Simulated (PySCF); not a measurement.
## What settings do to a single point of [Nd(NH2)2]+

The sound run of [Nd(NH2)2]+ (singlet in the valence; each metal's 4f electrons, 3 of them, lie in its core potential, out of spins and levels) uses PySCF 2.14.0, RKS PBE, Nd lcecp-1-SVP with ECP49, N def2-SVP, H def2-SVP; non-relativistic Hamiltonian with scalar-relativistic core potentials where named; density fitting; no spin-orbit coupling, grid (50, 194), threshold 1e-8 Eh and 55 cycles, at the relaxed geometry:

```xyz
7

Nd   -0.0533   -1.2070   -0.0076
N    -0.1067    0.1157    1.6679
H    -0.0521    1.1424    1.5730
H    -0.1809   -0.0745    2.6795
N     0.1313    0.1250   -1.6660
H     0.2056   -0.0737   -2.6762
H     0.1712    1.1525   -1.5707
```

There Nd1 has a Mulliken charge of 1.06 e and the dipole about the centre of mass is 2.25 D. Each run below changes one thing and starts from free metal ions and neutral atoms unless it says otherwise; with 55 cycles, smearing, a level shift and second-order steps follow where DIIS fails, and their cycles count. Energy shifts count from the sound run. On f atoms grids over 110 angular points are at least (60, 302).

```
                                               change    outcome  cycles  energy shift (eV)  largest force component (eV/Å)  charge on Nd1 (e)  dipole about the centre of mass (D)
                               all coordinates × 0.94  converged      10               0.74                            4.00               0.93                                 1.68
start from the bare core Hamiltonian, limit 69 cycles  converged      13             0.0000                            0.02               1.06                                 2.25
```

(1) One further run converged with energy shift (eV) 0.0087, largest force component (eV/Å) 0.06, charge on Nd1 (e) 1.06, dipole about the centre of mass (D) 2.25. Which change was it?
A. spin (2S) set to 12, limit 69 cycles
B. grid (40, 110)
C. threshold 1e-06

(2) And the other changes listed?

Forces carry noise of the integration grid, about 0.01 to 0.03 eV/Å.

An lcecp potential fixes the number of 4f electrons, so in runs with it no electron can move into or out of that shell.

Results:

(1) B.

(2) 
```csv
change,outcome,cycles,energy shift (eV),largest force component (eV/Å),charge on Nd1 (e),dipole about the centre of mass (D)
"spin (2S) set to 12, limit 69 cycles",not converged,35,–,–,–,–
threshold 1e-06,converged,10,0.0000,0.02,1.06,2.25
```
